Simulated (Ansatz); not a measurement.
Cost and result for the atomization energy of CH₅BFNSi (`C[Si]1(F)BN1`) (10 atoms, 10 bonds).

Z-matrix (Å, degrees):
```
C
Si 1 1.852
H 1 1.091 2 110.3
H 1 1.092 2 110.6 3 -120.1
H 1 1.093 2 110.5 3 120.6
F 2 1.604 1 105.8 3 -176.7
B 2 1.907 1 131.9 3 6.2
N 2 1.732 1 118.1 3 -46.8
H 7 1.188 2 164.9 1 94.1
H 8 1.011 2 150.8 1 -60.1
```

Charge 0, multiplicity 1. Geometry: relaxed with PBE0-D4/def2-TZVP. Program: Ansatz. All runs use 4 threads of an Arm Neoverse V1 on a shared host. Times are those of one run each, without the atoms' runs, and a repeat can differ threefold. Electronic energies, without spin–orbit coupling; frozen cores. CCSD(T)/CBS adds CCSD(T) − MP2 in def2-TZVPP to the MP2 limit, and its time is that of the two runs behind it. T1 = 0.013. B3LYP takes the VWN-RPA correlation (the form of Gaussian; ORCA's B3LYP/G).

CCSD(T)/CBS is a level of theory with its own doubt, some kJ/mol a heavy atom from the limit and from the frozen cores, so smaller differences don't rank the functionals.

```
                             level  functions  wall time  atomization (kJ/mol)  difference from CCSD(T)/CBS  per bond
   PBE-D4/def2-TZVPP (with forces)        236      2.1 s                3964.5                         87.9       8.8
                PBE0-D4/def2-TZVPP        236      2.2 s                3892.3                         15.7       1.6
 B3LYP-D4/def2-TZVPP (with forces)        236      3.4 s                3887.0                         10.4       1.0
r2SCAN-D4/def2-TZVPP (with forces)        236      3.9 s                3900.4                         23.8       2.4
                 B2PLYP/def2-TZVPP        236      4.3 s                3849.4                        -27.2      -2.7
                ωB97X-V/def2-TZVPP        236      6.5 s                3901.0                         24.4       2.4
  ωB97M-V/def2-TZVPP (with forces)        236        9 s                3905.2                         28.6       2.9
                    MP2/def2-QZVPP        448       16 s                3917.9                         41.3       4.1
                CCSD(T)/def2-TZVPP        236       90 s                3767.2                       -109.4     -10.9
                 CCSD(T)/CBS(def2)          –      110 s                3876.6                          0.0       0.0
```

The D4 term adds +30.7 kJ/mol with B3LYP and +16.0 kJ/mol with PBE0; it sums over pairs of atoms, weighted by their polarisabilities, and B3LYP, whose exchange is more repulsive, gets the larger term. From PBE to PBE0 (25 % exact exchange), in def2-TZVPP and without D4, the atomization energy moves by −69.2 kJ/mol: exact exchange takes away binding that semilocal exchange gives to molecules. In def2-TZVPP, CCSD(T) changes the Hartree–Fock value by +924.4 kJ/mol (the triples alone add +59.1 kJ/mol) and MP2 by +1009.3 kJ/mol; breaking electron pairs costs correlation energy, which Hartree–Fock lacks.
